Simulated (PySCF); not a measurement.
**Molecular orbitals of SrPb⁺**

BLYP at R = 3.451 Å; PySCF, scalar-relativistic core potentials, basis sets Sr def2-SVPD with ECP28, Pb def2-SVPD with ECP60. State: ²Π (doublet), unpaired electrons π ↑. Only the outer orbitals are listed, counted within each symmetry, core potentials removing the inner ones.

```tsv
spin	orbital	occ.	ε (eV)	on Sr (%)	main shells (%)
α	1δ	1	-25.14	0	100 Pb d
α	1δ	1	-25.06	0	100 Pb d
α	3π	1	-25.01	0	100 Pb d
α	5σ	1	-24.73	0	100 Pb d
α	3π	1	-24.73	0	100 Pb d
α	6σ	1	-15.98	1	99 Pb s
α	7σ	1	-8.31	49	49 Pb p, 44 Sr s
α	4π	1	-7.61	12	87 Pb p, 10 Sr d
α	4π	0	-7.64	12	88 Pb p, 9 Sr d
α	8σ	0	-6.79	76	49 Sr s, 24 Pb p, 19 Sr d
α	2δ	0	-5.67	99	99 Sr d
β	1δ	1	-25.09	0	100 Pb d
β	3π	1	-24.98	0	100 Pb d
β	1δ	1	-24.94	0	100 Pb d
β	5σ	1	-24.62	0	100 Pb d
β	3π	1	-24.61	0	100 Pb d
β	6σ	1	-15.59	2	98 Pb s
β	7σ	1	-8.15	58	54 Sr s, 41 Pb p
β	4π	0	-7.46	15	85 Pb p, 11 Sr d
β	4π	0	-6.87	23	76 Pb p, 19 Sr d
β	8σ	0	-6.75	71	39 Sr s, 28 Pb p, 23 Sr d
```

**Question.** Which are the highest filled and the lowest empty level, where do they sit, and how wide is the gap?

**Answer.** Highest filled α 4π at -7.61 eV (in %: 87 Pb p, 10 Sr d); lowest empty α 4π at -7.64 eV (in %: 88 Pb p, 9 Sr d); the gap at BLYP is -0.03 eV. Both belong to one degenerate shell, split only by its one-sided filling, so this is no excitation gap.

```json
{
  "bond order (Mayer)": "1.20",
  "⟨S²⟩": "0.759",
  "charge on Sr (Mulliken, basis-dependent)": "0.79",
  "charge on Sr (Löwdin, basis-dependent)": "0.72",
  "dipole moment (positive dipole points towards Pb; it is taken about the centre of mass and depends on that origin)": "-8.99 D"
}
```

Spin–orbit coupling is left out, which matters for elements this heavy, above all for dissociation energies. The state was picked by a PBE0 search and need not be the measured ground state.
